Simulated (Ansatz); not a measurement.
Consider the homolysis of the B–S bond: `SB(S)S` → `S[B]S`• + `[SH]`•.

Calculated with Ansatz (gas phase, PBE0-D4/def2-TZVP geometries, no zero-point term in ΔE). CCSD(T)/CBS is the MP2 limit (def2-TZVPP, def2-QZVPP) plus CCSD(T) − MP2 in def2-TZVPP, frozen cores. This one scheme is used for every species. DFT in def2-TZVPP. HSE06 is defined as in plane-wave codes. No spin–orbit coupling; open shells (•) take unrestricted orbitals. Each species was taken in one conformer, which may not be the lowest.

```json
{"level": "revPBE-D4", "ΔE (kcal/mol)": "100.8", "difference from CCSD(T)/CBS": "-3.9"}
{"level": "BLYP-D4", "ΔE (kcal/mol)": "98.4", "difference from CCSD(T)/CBS": "-6.3"}
{"level": "r2SCANh-D4", "ΔE (kcal/mol)": "98.5", "difference from CCSD(T)/CBS": "-6.2"}
{"level": "r2SCAN0-D4", "ΔE (kcal/mol)": "98.2", "difference from CCSD(T)/CBS": "-6.5"}
{"level": "PBE0", "ΔE (kcal/mol)": "100.3", "difference from CCSD(T)/CBS": "-4.4"}
{"level": "HSE06", "ΔE (kcal/mol)": "100.4", "difference from CCSD(T)/CBS": "-4.3"}
{"level": "LC-ωPBE", "ΔE (kcal/mol)": "99.5", "difference from CCSD(T)/CBS": "-5.2"}
{"level": "RPA@PBE/def2-TZVPP", "ΔE (kcal/mol)": "96.5", "difference from CCSD(T)/CBS": "-8.2"}
{"level": "MP2/def2-TZVPP", "ΔE (kcal/mol)": "107.1", "difference from CCSD(T)/CBS": "2.4"}
{"level": "CCSD/CBS(def2)", "ΔE (kcal/mol)": "101.6", "difference from CCSD(T)/CBS": "-3.1"}
{"level": "CCSD(T)/CBS", "ΔE (kcal/mol)": "104.7", "difference from CCSD(T)/CBS": "0"}
```

Largest T1 diagnostic among the species: 0.017.

Leaving LDA and LC-ωPBE aside and taking each functional with its dispersion term where it has one, the values, not all of them listed here, spread over 7.4 kcal/mol, from r2SCAN0-D4 to ωB97M-V. LDA lies +16.2 kcal/mol from PBE without D4, its usual overbinding. From BLYP to BHLYP (50 % exact exchange), in def2-TZVPP and without D4, ΔE moves by +1.5 kcal/mol.
